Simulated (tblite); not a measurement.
Compound: C7H13FSSi.
Numbering: `[CH3:1][CH2:2][C@:3]1([F:4])[CH2:5][CH:6]=[C:7]1[SiH2:8][S:9][CH3:10]` (hydrogens: H11, H12, H13 on C1; H14, H15 on C2; H16, H17 on C5; H18 on C6; H19, H20 on Si8; H21, H22, H23 on C10)

Computed geometry: GFN2-xTB, gas phase.

Question: List the bond lengths, angles and torsions at this level.

Answer: 
```csv
bond,length (bohr),order
C1–C2,2.883,single
C2–C3,2.872,single
C3–F4,2.620,single
C3–C5,2.933,single
C5–C6,2.836,single
C6=C7,2.530,double
C7–Si8,3.510,single
Si8–S9,4.058,single
S9–C10,3.436,single
C3–C7,2.868,single
"C1–H11, C1–H12, C1–H13",2.054,single
C2–H14,2.064,single
C2–H15,2.062,single
C5–H16,2.057,single
C5–H17,2.058,single
C6–H18,2.030,single
Si8–H19,2.764,single
Si8–H20,2.767,single
"C10–H21, C10–H22, C10–H23",2.050,single
```

Bonds in one row agree within 0.02 bohr and their mean is given. Orders are formal, as drawn. A selection of angles:
```csv
angle,degrees
C1–C2–C3,112.2
C2–C3–F4,108.9
C2–C3–C5,117.3
C2–C3–C7,116.1
F4–C3–C5,113.1
F4–C3–C7,113.5
C5–C3–C7,86.6
C3–C5–C6,85.2
C5–C6–C7,95.6
C6–C7–Si8,137.0
C3–C7–C6,92.5
C3–C7–Si8,130.4
C7–Si8–S9,105.2
Si8–S9–C10,99.1
```

Dihedral angles: C1–C2–C3–F4 62° (synclinal); C2–C3–C5–C6 -116° (anticlinal); C3–C5–C6–C7 -2° (synperiplanar); C5–C6–C7–Si8 -176° (antiperiplanar); C6–C7–Si8–S9 -24° (synperiplanar); C7–Si8–S9–C10 -179° (antiperiplanar); C2–C3–C7–C6 116° (anticlinal).

Of the pairs four or more bonds apart, F4···H13 is among the closest relative to their van der Waals radii: 2.59 Å, 97 % of the sum of Bondi's values. The 4-membered ring C3–C5–C6–C7 has internal angles of 85.2° to 95.6° (sum 360°, against 360° for a flat polygon); it is almost planar, 0.01 Å rms from its mean plane, widest ring torsion 2°. Si8 (SiH2 silicon) is distorted tetrahedral (angles from 105.2° to 113.0°). The C–C distances run from 1.339 Å (C6=C7, drawn double) to 1.552 Å (C3–C5, drawn single), a spread of 0.213 Å.

Point group: C1 (no symmetry element, even within 0.4 Å). Its GFN2-xTB frequencies are all real (lowest 18 cm⁻¹). One conformer, not necessarily the lowest.
